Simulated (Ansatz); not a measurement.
CH$_{6}$BFSSi (`FC[SiH2]BS`) at its PBE0-D4/def2-TZVP geometry, where that method's forces vanish. Total charge 0; spin multiplicity 1.

```xyz
11

F     0.4773    2.6183   -1.1961
C    -0.1820    1.5979   -0.5182
Si    0.8985    0.0395   -0.4205
B    -0.0214   -1.4604    0.5557
S    -1.6432   -1.2040    1.2003
H    -0.4365    1.9651    0.4822
H    -1.1217    1.3943   -1.0435
H     1.2356   -0.4019   -1.8031
H     2.1709    0.3770    0.2775
H     0.5061   -2.5193    0.7087
H    -1.8836   -2.4064    1.7570
```

Task: What forces (eV/Å) does B3LYP-D4/def2-TZVPP give on these atoms in the Gaussian-basis code of Ansatz? (Best estimate.)

Result: The calculation gave: 
```
F1   0.195  0.322 -0.208
C2  -0.289 -0.272  0.232
Si3  0.168 -0.089 -0.043
B4   0.183 -0.118 -0.040
S5  -0.129 -0.020  0.066
H6   0.000 -0.008 -0.063
H7   0.045  0.029  0.035
H8  -0.018  0.034  0.078
H9  -0.074 -0.012 -0.046
H10 -0.058  0.123 -0.019
H11 -0.023  0.011  0.006
```

B3LYP here is the variant with VWN-RPA as its local correlation; programs differ in this.
